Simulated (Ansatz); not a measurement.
Reaction (cleavage of the Si–Al bond): `[SiH3][NH][AlH][SiH2]Cl` + `BN` → `BN[SiH2]Cl` + `[AlH2][NH][SiH3]`

Computed with Ansatz on PBE0-D4/def2-TZVP structures; ΔE is electronic, products minus reactants. CCSD(T)/CBS is the MP2 limit (def2-TZVPP, def2-QZVPP) plus CCSD(T) − MP2 in def2-TZVPP, frozen cores. This one scheme is used for every species. DFT in def2-TZVPP. One conformer a species, not always the lowest.

`[SiH3][NH][AlH][SiH2]Cl`:

```xyz
12

Si    1.546    0.841   -0.902
N     0.696   -0.633   -1.207
Al   -0.752   -1.270   -0.390
Si   -1.635    0.047    1.490
Cl   -0.153    0.094    2.950
H     0.757    1.601    0.102
H     1.679    1.661   -2.139
H     2.917    0.611   -0.370
H     1.092   -1.207   -1.940
H    -1.342   -2.652   -0.895
H    -2.835   -0.553    2.133
H    -1.970    1.460    1.167
```

`BN`:

Cartesian coordinates in Å:
```
B -0.654 0.018 -0.196
N 0.672 -0.019 0.202
H -0.966 -0.506 -1.226
H -1.453 0.575 0.500
H 1.004 0.401 1.054
H 1.396 -0.468 -0.333
```

`BN[SiH2]Cl`:

```xyz
9

B     0.094   -0.393    1.529
N     0.571    0.142    0.323
Si   -0.247    0.084   -1.199
Cl   -1.003    1.928   -1.703
H    -0.964   -0.952    1.531
H     0.749   -0.286    2.524
H     1.462    0.620    0.350
H     0.706   -0.275   -2.272
H    -1.368   -0.868   -1.082
```

`[AlH2][NH][SiH3]`:

```xyz
9

Al    0.898   -1.015    1.156
N    -0.435   -0.055    0.466
Si   -0.514    0.784   -1.041
H     2.227   -1.156    0.311
H     0.666   -1.670    2.578
H    -1.272    0.016    1.032
H    -1.614    0.276   -1.909
H     0.784    0.575   -1.733
H    -0.739    2.246   -0.860
```

```tsv
level	ΔE (kJ/mol)	difference from CCSD(T)/CBS
r2SCAN-D4	-41.7	6.1
r2SCAN0-D4	-44.3	3.5
CAM-B3LYP-D4	-49.9	-2.1
revPBE	-27.4	20.4
LC-ωPBE	-42.4	5.4
RPA@PBE/def2-TZVPP	-48.6	-0.8
CCSD/def2-SVP	-45.8	2.0
CCSD(T)/def2-SVP	-44.4	3.4
HF/def2-TZVPP	-66.3	-18.5
CCSD/CBS(def2)	-50.0	-2.2
CCSD(T)/CBS	-47.8	0
```

Largest T1 diagnostic among the species: 0.012.

In def2-TZVPP, CCSD(T) changes the Hartree–Fock value by +18.0 kJ/mol (the triples alone add +2.2 kJ/mol) and MP2 by +9.6 kJ/mol. From PBE to PBE0 (25 % exact exchange), in def2-TZVPP and without D4, ΔE moves by −6.8 kJ/mol.
